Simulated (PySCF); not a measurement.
S⁺: interval between two levels

S⁺ [Ne] 3s2 3p3 [4S3/2, M_J = 3/2] → S⁺ [Ne] 3s1 3p4 [4P5/2, M_J = 5/2], as a difference of total energies. Calculation: PySCF 2.14, in x2c-TZVPall-2c with one added diffuse shell each of s, p type (6s7p2d1f, 44 functions); the two-component X2C-1e Hamiltonian. Correlated levels: [Ne] frozen; the 6 highest virtual spinors dropped. "Screened" scales the spin-orbit matrix elements by Boettger's factors to mimic the two-electron term; Breit and QED terms are absent.

```
                    method  interval between two levels (cm⁻¹)  error (cm⁻¹)
           GHF (spin-free)                               85433         +6038
          GMP2 (spin-free)                               84994         +5598
 GHF (screened spin-orbit)                               85209         +5814
GMP2 (screened spin-orbit)                               84761         +5366
```

Reference: 79395 cm⁻¹ (measured; NIST Handbook of Basic Atomic Spectroscopic Data (Sansonetti and Martin, J. Phys. Chem. Ref. Data 34, 1559 (2005))).

Errors of the correlated levels include the incompleteness of this basis and the frozen core.

The labels give the starting determinants; with spin-orbit coupling the two ends relaxed to ⟨J²⟩ = 3.75, ⟨L²⟩ = 0.00, ⟨S²⟩ = 3.75 and ⟨J²⟩ = 8.77, ⟨L²⟩ = 2.00, ⟨S²⟩ = 3.76.
